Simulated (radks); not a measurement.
Excited configurations of Sn48+: one electron is placed in a higher orbital outside 1s1. The ground configuration is [He]. Calculated with a radial shooting solver on a logarithmic mesh with Libxc functionals: scalar-relativistic Kohn-Sham, PBEsol, spin-polarised, spherical densities, finite nucleus; open shells are filled with parallel spins first (spin-orbit coupling, left out, can overturn this in heavy ions); Fermi nuclear charge, rms radius 4.6519 fm. Excitation = E - E(ground); binding = E(ion) - E, where the ion is the core of charge +49; n* = 49/sqrt(2 binding) in atomic units.

outer orbital  excitation (eV)  binding (eV)  eigenvalue (eV)  <r> (bohr)
3p                       30596        3713.2          -3676.4      0.2488
4p                       32225        2084.0          -2065.2      0.4594
4f                       32262        2047.6          -2023.6      0.3654
5d                       32991        1318.9          -1306.7      0.6972
7s                       33626        683.03          -677.60       1.466

The Delta-SCF ionisation energy is 34309 eV (NIST Atomic Spectra Database: 34257.1 eV, theoretical). Self-interaction in the functional shifts the binding energies and quantum defects, so they are the method's values and not measured ones.
